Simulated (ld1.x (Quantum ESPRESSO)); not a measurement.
# What one change does to a pseudopotential (lead (Pb), ultrasoft)

lead (Pb), ultrasoft, made with ld1.x (Quantum ESPRESSO) 7.5 (PBE, fully relativistic). Core [Xe] 4f14, reference 5d10 6s2 6p1.5 (charge +0.5). Waves: 6s (bound): rcut 1.50, rcutus 1.85 bohr; 6s channel at 3.35 Ry: rcut 1.50, rcutus 1.85 bohr; 6p (bound): rcut 1.70, rcutus 2.35 bohr; 6p channel at 0.25 Ry: rcut 1.70, rcutus 2.35 bohr; 5d (bound): rcut 1.40, rcutus 1.55 bohr; 5d channel at -1.35 Ry: rcut 1.40, rcutus 1.55 bohr. Local part: all-electron potential smoothed inside 1.25 bohr (lloc = -1). Core correction: none. Augmentation charge: built from norm-conserving waves at rcut, not smoothed further.

Open shells are filled in proportion to 2j + 1 (rel_dist='average').

Change: waves 5d (bound): rcut 1.34, rcutus 1.42 bohr; 5d channel at -1.35 Ry: rcut 1.34, rcutus 1.42 bohr.

Cutoffs: the cutoffs (Ry, on a coarse ladder) from which the occupation-weighted sum of valence levels, in a spherical-Bessel basis at the reference potential, stays within 10 and 1 mRy of its value at 400 Ry; they do not see the model core or the augmentation charge, which bear on the density cutoff. Errors are all-electron minus pseudo energies relative to the spin-unpolarised reference configuration.

Problem. How do hardness, ghosts and transferability respond?

Solution. The potential gets harder (50 Ry and 90 Ry → 55 Ry and 100 Ry); both files keep a bound ghost (p, s); the errors of the 7 common tests hardly move. A smaller radius makes the pseudo-wave follow the all-electron one further in, where it bends more sharply, so more plane waves are needed.

```tsv
quantity	base	changed
cutoff, loose	50 Ry	55 Ry
cutoff, tight	90 Ry	100 Ry
loose cutoff by channel (10 mRy a level)	s 10 Ry, p 6 Ry, d 40 Ry	s 10 Ry, p 6 Ry, d 45 Ry
bound ghosts	s, p1/2, p3/2	s, p1/2, p3/2
error for 5d10 6s2 6p2, meV [ΔE -2.55 eV]	+0.4	+0.4
error for 5d10 6s2 6p1, meV [ΔE 4.15 eV]	+0.7	+0.7
error for 5d10 6s2 6p0, meV [ΔE 17.75 eV]	+12	+12
error for 5d10 6s0 6p4, meV [ΔE 14.93 eV]	+51	+52
error for 5d10 6s1 6p2, meV [ΔE 13.50 eV]	+17	+17
error for 5d9 6s2 6p2, meV [ΔE 24.53 eV]	-31	-30
error for 5d10 6s2 6p2.3, meV [ΔE -3.38 eV]	+0.5	+0.5
s: phases at 2.55 bohr within 0.05 rad from the reference energy up to (Ry; the scan ends near 5)	4.2	4.2
p1/2: phases at 2.55 bohr within 0.05 rad from the reference energy up to (Ry; the scan ends near 5)	4.4	4.4
p3/2: phases at 2.55 bohr within 0.05 rad from the reference energy up to (Ry; the scan ends near 5)	3.5	3.5
d3/2: phases at 2.55 bohr within 0.05 rad from the reference energy up to (Ry; the scan ends near 5)	to the end of the scan	to the end of the scan
d5/2: phases at 2.55 bohr within 0.05 rad from the reference energy up to (Ry; the scan ends near 5)	to the end of the scan	to the end of the scan
lowest overlap eigenvalue by channel	s 0.61, p1/2 0.35, p3/2 0.67, d3/2 0.94, d5/2 0.95	s 0.61, p1/2 0.35, p3/2 0.67, d3/2 0.92, d5/2 0.91
```

 A true bound ghost makes a file unfit for plane-wave use even where its test errors are small: the radial tests pick states by their node count and pass the ghost by.
